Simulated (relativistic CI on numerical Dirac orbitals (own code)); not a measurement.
Slater and spin-orbit integrals, Kr10+

These numbers are calculated, not measured: Dirac-Coulomb-Breit CI, orbitals from a KLI potential per configuration, QED by a radiative potential, unscaled Slater integrals (own radial code, finite nucleus).

Slater integrals F^k, G^k are unscaled and averaged over j, outside the closed core [Ne]; ζ comes from projecting the Hamiltonian with its Breit term on Σ l·s of the shell.

- 3s2 3p6 3d8: F^2(3d,3d) = 192810, F^4(3d,3d) = 122470, ζ(3d) = 4330.3 cm⁻¹; <r>(3d) = 0.5097, <r^2>(3d) = 0.3111 (bohr units).
- 3s2 3p5 3d9: ζ(3p) = 44875, F^2(3p,3d) = 185880, G^1(3p,3d) = 219830, G^3(3p,3d) = 138900, ζ(3d) = 4243.9 cm⁻¹; <r>(3p) = 0.5214, <r^2>(3p) = 0.3158, <r>(3d) = 0.5109, <r^2>(3d) = 0.3126 (bohr units).
- 3s2 3p4 3d10: F^2(3p,3p) = 191100, ζ(3p) = 44946 cm⁻¹; <r>(3p) = 0.5219, <r^2>(3p) = 0.3164 (bohr units).

**Question.** Give the Racah parameters of the d shell in 3s2 3p6 3d8.

**Answer.** B = F²/49 − 5F⁴/441 = 2546 cm⁻¹ and C = 35F⁴/441 = 9720 cm⁻¹.

Averages of the first 10 configurations, taken without configuration mixing, which lowers the lowest level and can move excited configurations by several eV; other configurations of the list can lie among them:

```csv
Configuration,Parity,States,Average energy above the lowest level (eV)
3s2 3p6 3d8,even,45,3.9
3s2 3p5 3d9,odd,60,128.9
3s2 3p4 3d10,even,15,256.4
3s 3p6 3d9,even,20,205.6
3s2 3p6 3d7 4s,even,240,121.1
3s2 3p6 3d7 4p,odd,720,143.1
3p6 3d10,even,1,410.8
3s2 3p6 3d7 4d,even,1200,177.0
3s2 3p6 3d6 4s2,even,210,251.3
3s2 3p6 3d6 4s 4p,odd,2520,271.4
```
